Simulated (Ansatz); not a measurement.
Start from `F[CH](F)[GeH2][SiH3]` and change one atom or group to get `FC(F)N[SiH3]`.

Ansatz, PBE0-D4/def2-TZVP geometries, multiplicity 1. Each molecule was computed in one conformer, which needn't be the lowest.

Scalar relativity is left out up to krypton.

| property | `F[CH](F)[GeH2][SiH3]` |
| --- | --- |
| size of the dipole moment (B3LYP/def2-TZVPP) / D | 1.62 |
| LUMO energy (PBE/def2-TZVPP) / eV | -0.81 |
| LUMO energy (ωB97M-V/def2-TZVPP) / eV | 1.75 |
| HOMO–LUMO gap (B3LYP/def2-TZVPP) / eV | 7.82 |
| HOMO energy (ωB97M-V/def2-TZVPP) / eV | -10.33 |
| size of the dipole moment (ωB97M-V/def2-TZVPP) / D | 1.65 |

(1) What does the change do to each property? (Best estimate.)

## Answers

(1) The calculation gave: 
```csv
property,`FC(F)N[SiH3]`,shift
size of the dipole moment (B3LYP/def2-TZVPP) / D,2.35,0.73
LUMO energy (PBE/def2-TZVPP) / eV,-0.51,0.30
LUMO energy (ωB97M-V/def2-TZVPP) / eV,1.92,0.17
HOMO–LUMO gap (B3LYP/def2-TZVPP) / eV,7.87,0.05
HOMO energy (ωB97M-V/def2-TZVPP) / eV,-10.35,-0.02
size of the dipole moment (ωB97M-V/def2-TZVPP) / D,2.33,0.68
```

With PBE0 the HOMO rises by 0.19 eV and the LUMO rises by 0.33 eV, so the gap widens by about 0.14 eV. PBE moves the HOMO by 0.30 eV and ωB97M-V by -0.02 eV. Dipoles are sizes alone; their direction can turn.

B3LYP here is the variant with VWN-RPA as its local correlation; programs differ in this.
